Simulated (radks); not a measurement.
Coulomb parameter of the 5d shell of the gold ion Au+ in the model configuration [Xe] 4f14 5d9 6s1, as a second difference U = [E(n + 0.5) + E(n - 0.5) - 2 E(n)] / (0.5)^2 with all orbitals relaxed. "Bare": the charge of the atom changes with n. "Screened": the 6s shell takes up the change at fixed total charge, which measures U(5d,5d) + U(6s,6s) - 2 U(5d,6s). Method: Dirac Kohn-Sham, LDA (Slater exchange, Perdew-Wang correlation), spin-unpolarised, spherical densities, point nucleus; open shells are shared between the two j in proportion to 2j + 1; computed with a radial shooting solver on a logarithmic mesh with Libxc functionals.

start: configuration [Xe] 4f14 5d9 6s1; E - E(n) (eV) 0.000
bare +0.5: configuration [Xe] 4f14 5d9.5 6s1; E - E(n) (eV) -7.554
bare -0.5: configuration [Xe] 4f14 5d8.5 6s1; E - E(n) (eV) 10.460
screened +0.5: configuration [Xe] 4f14 5d9.5 6s0.5; E - E(n) (eV) -1.459
screened -0.5: configuration [Xe] 4f14 5d8.5 6s1.5; E - E(n) (eV) 1.772

U(bare) = 11.627 eV, U(screened by 6s) = 1.250 eV.
